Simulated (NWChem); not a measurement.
# BHClF; SMILES ClBF

All runs: NWChem. Structure relaxed at the PBE0/def2-SVP level. B3LYP is NWChem's, with the RPA form of VWN correlation. Vertical excitations in the gas phase; the lowest state need not have the same character in each row.

```json
[
 {"level": "PBE/aug-cc-pVDZ, full TDDFT", "lowest excitation, singlet (eV)": "5.99", "oscillator strength of that lowest state": "0.002", "lowest state with f > 0.02, singlet (eV)": "7.31", "oscillator strength of that bright state": "0.085", "orbital gap (eV)": "5.87"},
 {"level": "B3LYP/aug-cc-pVDZ, full TDDFT", "lowest excitation, singlet (eV)": "6.43", "oscillator strength of that lowest state": "0.003", "lowest state with f > 0.02, singlet (eV)": "7.69", "oscillator strength of that bright state": "0.090", "orbital gap (eV)": "7.81"},
 {"level": "BHandHLYP/aug-cc-pVDZ, full TDDFT", "lowest excitation, singlet (eV)": "7.07", "oscillator strength of that lowest state": "0.004", "lowest state with f > 0.02, singlet (eV)": "8.33", "oscillator strength of that bright state": "0.096", "orbital gap (eV)": "10.64"},
 {"level": "PBE0/aug-cc-pVDZ, full TDDFT", "lowest excitation, singlet (eV)": "6.56", "oscillator strength of that lowest state": "0.003", "lowest state with f > 0.02, singlet (eV)": "7.85", "oscillator strength of that bright state": "0.095", "orbital gap (eV)": "8.32"}
]
```
